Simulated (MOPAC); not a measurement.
MOPAC input (PM6):

```
PM6 PRECISE GNORM=0.05 LET XYZ CHARGE=-1 GEO-OK AUX(PRECISION=9) THREADS=1
C3H10NSi

C     1.73891800 1   -0.08966400 1   -0.57283200 1
Si   -0.00067100 1    0.04779500 1    0.20006400 1
C    -0.92217800 1    1.27743500 1   -0.96908500 1
C    -0.84339300 1   -1.62293800 1   -0.27593100 1
N     0.14166100 1    0.43413500 1    1.80045600 1
H     2.27501700 1    0.85788100 1   -0.46596500 1
H     2.32162000 1   -0.85774900 1   -0.05595000 1
H     1.70246700 1   -0.34512700 1   -1.63762600 1
H    -0.90512400 1    0.96367100 1   -2.02056700 1
H    -0.46838200 1    2.27125900 1   -0.90215500 1
H    -1.97132300 1    1.37708100 1   -0.66861800 1
H    -0.82957000 1   -1.81771500 1   -1.35584900 1
H    -1.88964400 1   -1.62980400 1    0.04999100 1
H    -0.34001100 1   -2.45451200 1    0.22724800 1
H    -0.71736500 1    0.53794900 1    2.33248400 1
```

Output:

```
 *******************************************************************************
 **                                                                           **
 **                              MOPAC v23.2.5                                **
 **                                                                           **
 *******************************************************************************
 ** MOPAC's Digital Object Identifier: https://doi.org/10.5281/zenodo.6511958 **
 **                                                                           **
 ** Please cite the open-source release paper for use of this MOPAC version:  **
 ** J. E. Moussa and J. J. P. Stewart (2026)                                  **
 ** MOPAC: An open-source semiempirical molecular orbital program             **
 ** J. Open Source Softw., 11(119), 8025, https://doi.org/10.21105/joss.08025 **
 *******************************************************************************

                              PM6 CALCULATION RESULTS

 *******************************************************************************
 *  PM6        - The PM6 Hamiltonian to be used
 *  GEO-OK     - OVERRIDE INTERATOMIC DISTANCE AND OTHER SAFETY CHECKS
 *
 *
 *
 *                 CHARGE ON SYSTEM = -1
 *
 *
 *
 *  LET        - OVERRIDE SOME SAFETY CHECKS
 *  PRECISE    - TIGHTER CRITERIA TO BE USED
 *  XYZ        - CARTESIAN COORDINATE SYSTEM TO BE USED
 *  GNORM      - EXIT WHEN GRADIENT NORM DROPS BELOW 0.050
 *  AUX        - OUTPUT AUXILIARY INFORMATION
 *******************************************************************************
PM6 PRECISE GNORM=0.05 LET XYZ CHARGE=-1 GEO-OK AUX(PRECISION=9) THREADS=1
 C3H10NSi

   ATOM   CHEMICAL          X               Y               Z
  NUMBER   SYMBOL      (ANGSTROMS)     (ANGSTROMS)     (ANGSTROMS)

     1       C          1.73891800  *  -0.08966400  *  -0.57283200  *
     2      Si         -0.00067100  *   0.04779500  *   0.20006400  *
     3       C         -0.92217800  *   1.27743500  *  -0.96908500  *
     4       C         -0.84339300  *  -1.62293800  *  -0.27593100  *
     5       N          0.14166100  *   0.43413500  *   1.80045600  *
     6       H          2.27501700  *   0.85788100  *  -0.46596500  *
     7       H          2.32162000  *  -0.85774900  *  -0.05595000  *
     8       H          1.70246700  *  -0.34512700  *  -1.63762600  *
     9       H         -0.90512400  *   0.96367100  *  -2.02056700  *
    10       H         -0.46838200  *   2.27125900  *  -0.90215500  *
    11       H         -1.97132300  *   1.37708100  *  -0.66861800  *
    12       H         -0.82957000  *  -1.81771500  *  -1.35584900  *
    13       H         -1.88964400  *  -1.62980400  *   0.04999100  *
    14       H         -0.34001100  *  -2.45451200  *   0.22724800  *
    15       H         -0.71736500  *   0.53794900  *   2.33248400  *

          CARTESIAN COORDINATES

    NO.       ATOM           X           Y           Z

     1         C          1.7389     -0.0897     -0.5728
     2        Si         -0.0007      0.0478      0.2001
     3         C         -0.9222      1.2774     -0.9691
     4         C         -0.8434     -1.6229     -0.2759
     5         N          0.1417      0.4341      1.8005
     6         H          2.2750      0.8579     -0.4660
     7         H          2.3216     -0.8577     -0.0559
     8         H          1.7025     -0.3451     -1.6376
     9         H         -0.9051      0.9637     -2.0206
    10         H         -0.4684      2.2713     -0.9022
    11         H         -1.9713      1.3771     -0.6686
    12         H         -0.8296     -1.8177     -1.3558
    13         H         -1.8896     -1.6298      0.0500
    14         H         -0.3400     -2.4545      0.2272
    15         H         -0.7174      0.5379      2.3325

 General Reference for PM6:
 "Optimization of Parameters for Semiempirical Methods V: Modification of NDDO Approximations
 and Application to 70 Elements", J. J. P. Stewart, J. Mol. Mod., 13, 1173-1213 (2007)
 URL: https://link.springer.com/article/10.1007/s00894-007-0233-4

           Empirical Formula: C3 H10 N Si  =    15 atoms

      MOLECULAR POINT GROUP   :   Cs

      RHF CALCULATION, NO. OF DOUBLY OCCUPIED LEVELS = 16

          Geometry optimization using EF

          DIAGONAL MATRIX USED AS START HESSIAN

 CYCLE:     1  GRAD.:    57.629 HEAT: -44.25345
 CYCLE:     2  GRAD.:   144.452 HEAT: -45.55550
 CYCLE:     3  GRAD.:   126.583 HEAT: -49.29008
 CYCLE:     4  GRAD.:   131.918 HEAT: -48.14076
 CYCLE:     5  GRAD.:    76.451 HEAT: -54.30506
 CYCLE:     6  GRAD.:    82.046 HEAT: -54.65761
 CYCLE:     7  GRAD.:    68.339 HEAT: -56.47959
 CYCLE:     8  GRAD.:   117.507 HEAT: -51.22419
 CYCLE:     9  GRAD.:    53.039 HEAT: -56.66383
 CYCLE:    10  GRAD.:   105.324 HEAT: -53.41679
 CYCLE:    11  GRAD.:    63.321 HEAT: -57.16656
 CYCLE:    12  GRAD.:    99.976 HEAT: -52.94183
 CYCLE:    13  GRAD.:    42.151 HEAT: -58.32835
 CYCLE:    14  GRAD.:   112.124 HEAT: -53.48301
 CYCLE:    15  GRAD.:    53.250 HEAT: -58.11144
 CYCLE:    16  GRAD.:    81.846 HEAT: -54.77644
 CYCLE:    17  GRAD.:    12.127 HEAT: -59.43382
 CYCLE:    18  GRAD.:    49.969 HEAT: -58.51623
 CYCLE:    19  GRAD.:     5.448 HEAT: -59.55416
 CYCLE:    20  GRAD.:     4.225 HEAT: -59.58549
 CYCLE:    21  GRAD.:     3.449 HEAT: -59.64058
 CYCLE:    22  GRAD.:    13.258 HEAT: -59.60594
 CYCLE:    23  GRAD.:    13.627 HEAT: -59.58073
 CYCLE:    24  GRAD.:     4.564 HEAT: -59.67193
 CYCLE:    25  GRAD.:    10.591 HEAT: -59.64292
 CYCLE:    26  GRAD.:     2.636 HEAT: -59.68353
 CYCLE:    27  GRAD.:     4.450 HEAT: -59.68222
 CYCLE:    28  GRAD.:     4.338 HEAT: -59.68015
 CYCLE:    29  GRAD.:     1.494 HEAT: -59.68960
 CYCLE:    30  GRAD.:     1.723 HEAT: -59.69015
 CYCLE:    31  GRAD.:     2.135 HEAT: -59.68926
 CYCLE:    32  GRAD.:     0.718 HEAT: -59.69151
 CYCLE:    33  GRAD.:     1.148 HEAT: -59.69110
 CYCLE:    34  GRAD.:     0.211 HEAT: -59.69210
 CYCLE:    35  GRAD.:     0.184 HEAT: -59.69233
 CYCLE:    36  GRAD.:     0.605 HEAT: -59.69357
 CYCLE:    37  GRAD.:     0.604 HEAT: -59.69442
 CYCLE:    38  GRAD.:     0.347 HEAT: -59.69556
 CYCLE:    39  GRAD.:     0.304 HEAT: -59.69612
 CYCLE:    40  GRAD.:     0.323 HEAT: -59.69692
 CYCLE:    41  GRAD.:     0.238 HEAT: -59.69717
 CYCLE:    42  GRAD.:     0.253 HEAT: -59.69761
 CYCLE:    43  GRAD.:     0.417 HEAT: -59.69805
 CYCLE:    44  GRAD.:     0.484 HEAT: -59.69862
 CYCLE:    45  GRAD.:     0.219 HEAT: -59.69902
 CYCLE:    46  GRAD.:     0.091 HEAT: -59.69911
 CYCLE:    47  GRAD.:     0.116 HEAT: -59.69916
 CYCLE:    48  GRAD.:     0.095 HEAT: -59.69919
 CYCLE:    49  GRAD.:     0.124 HEAT: -59.69924
 CYCLE:    50  GRAD.:     0.037 HEAT: -59.69928

     GRADIENT =  0.03660 IS LESS THAN CUTOFF =  0.05000

 -------------------------------------------------------------------------------
 PM6 PRECISE GNORM=0.05 LET XYZ CHARGE=-1 GEO-OK AUX(PRECISION=9) THREADS=1
 C3H10NSi

     GEOMETRY OPTIMISED USING EIGENVECTOR FOLLOWING (EF).
     SCF FIELD WAS ACHIEVED

                              PM6 CALCULATION
                                                       MOPAC v23.2.5 Linux

          FINAL HEAT OF FORMATION =        -59.69928 KCAL/MOL =    -249.78178 KJ/MOL

          COSMO AREA              =        136.45 SQUARE ANGSTROMS
          COSMO VOLUME            =        130.39 CUBIC ANGSTROMS

          GRADIENT NORM           =          0.03660          =       0.00945 PER ATOM
          IONIZATION POTENTIAL    =          4.161657 EV
          HOMO LUMO ENERGIES (EV) =         -4.162  6.442
          NO. OF FILLED LEVELS    =         16
          MOLECULAR WEIGHT        =         88.2042         POINT GROUP:  C3v

          MOLECULAR DIMENSIONS (Angstroms)

            Atom       Atom       Distance
            H    11    H     7     4.82674
            H    12    H    15     4.63247
            H    10    H    13     3.91835

          SCF CALCULATIONS        =         51

   ATOM   CHEMICAL          X               Y               Z
  NUMBER   SYMBOL      (ANGSTROMS)     (ANGSTROMS)     (ANGSTROMS)

     1       C          1.72877600  *  -0.08300629  *  -0.54372760  *
     2      Si         -0.02155031  *   0.03992224  *   0.16936894  *
     3       C         -0.90199986  *   1.28858195  *  -0.94998397  *
     4       C         -0.82289320  *  -1.62316139  *  -0.25408392  *
     5       N         -0.06595861  *   0.38880482  *   1.63445588  *
     6       H          2.23870380  *   0.87547989  *  -0.42509291  *
     7       H          2.28577507  *  -0.85686256  *  -0.01105764  *
     8       H          1.65257730  *  -0.33855384  *  -1.60432860  *
     9       H         -0.81523319  *   0.94613466  *  -1.98494924  *
    10       H         -0.43471054  *   2.26953732  *  -0.83957598  *
    11       H         -1.95405442  *   1.35545076  *  -0.66448141  *
    12       H         -0.74127253  *  -1.78138773  *  -1.33310856  *
    13       H         -1.87354387  *  -1.60780578  *   0.04378947  *
    14       H         -0.30717509  *  -2.42299260  *   0.28181400  *
    15       H         -0.09460096  *   0.61378478  *   2.57901359  *

                             CARTESIAN COORDINATES

   1    C        1.728776004    -0.083006293    -0.543727600
   2   Si       -0.021550308     0.039922245     0.169368944
   3    C       -0.901999859     1.288581949    -0.949983966
   4    C       -0.822893199    -1.623161389    -0.254083920
   5    N       -0.065958612     0.388804817     1.634455883
   6    H        2.238703799     0.875479891    -0.425092907
   7    H        2.285775069    -0.856862556    -0.011057636
   8    H        1.652577300    -0.338553836    -1.604328597
   9    H       -0.815233194     0.946134665    -1.984949241
  10    H       -0.434710538     2.269537317    -0.839575978
  11    H       -1.954054424     1.355450756    -0.664481407
  12    H       -0.741272535    -1.781387726    -1.333108560
  13    H       -1.873543866    -1.607805783     0.043789467
  14    H       -0.307175090    -2.422992603     0.281814000
  15    H       -0.094600960     0.613784782     2.579013592

           Empirical Formula: C3 H10 N Si  =    15 atoms

      MOLECULAR POINT GROUP   :   C3v

                  EIGENVALUES
 -22.65354 -20.34011 -19.10014 -19.09967 -11.43563  -9.23037  -8.83011  -8.82922
  -8.37247  -8.37184  -7.93215  -6.62985  -4.92793  -4.92775  -4.16171  -4.16166
   6.44195   6.88052   6.88080   8.35201   9.08330   9.08341   9.70621   9.70628
  10.03299  11.05993  11.12069  11.12071  11.17078  11.20944  11.20952  11.94538
  12.14331  12.14341  13.57697

              NET ATOMIC CHARGES AND DIPOLE CONTRIBUTIONS

  ATOM NO.   TYPE          CHARGE      No. of ELECS.   s-Pop       p-Pop       d-Pop
    1          C          -0.587337        4.5873     1.06807     3.51926
    2         Si          -0.169000        4.1690     1.00752     1.55469     1.60679
    3          C          -0.587359        4.5874     1.06807     3.51929
    4          C          -0.587317        4.5873     1.06808     3.51924
    5          N          -0.455391        5.4554     1.48295     3.97244
    6          H           0.134978        0.8650     0.86502
    7          H           0.134980        0.8650     0.86502
    8          H           0.127283        0.8727     0.87272
    9          H           0.127276        0.8727     0.87272
   10          H           0.134995        0.8650     0.86500
   11          H           0.134991        0.8650     0.86501
   12          H           0.127259        0.8727     0.87274
   13          H           0.134978        0.8650     0.86502
   14          H           0.134985        0.8650     0.86502
   15          H           0.194680        0.8053     0.80532
 DIPOLE           X         Y         Z       TOTAL
 POINT-CHG.     0.009    -0.067    -0.281     0.289
 HYBRID         0.032    -0.251    -1.053     1.083
 SUM            0.041    -0.318    -1.334     1.372

          ATOMIC ORBITAL ELECTRON POPULATIONS

     Atom    s        px        py        pz      x^2-y^2     xz        z^2       yz        xy
    1  C   1.06807   1.27474   1.11799   1.12654
    2 Si   1.00752   0.57801   0.56854   0.40813   0.20882   0.47664   0.29289   0.44548   0.18296
    3  C   1.06807   1.15793   1.19810   1.16326
    4  C   1.06808   1.15111   1.25750   1.11063
    5  N   1.48295   1.44269   1.42387   1.10588
    6  H   0.86502
    7  H   0.86502
    8  H   0.87272
    9  H   0.87272
   10  H   0.86500
   11  H   0.86501
   12  H   0.87274
   13  H   0.86502
   14  H   0.86502
   15  H   0.80532

 **********************
 *                    *
 * JOB ENDED NORMALLY *
 *                    *
 **********************

 == MOPAC DONE ==
```

The dipole moment of an ion depends on the origin.

The geometry given is a B3LYP-D3(BJ)/def2-TZVP minimum.
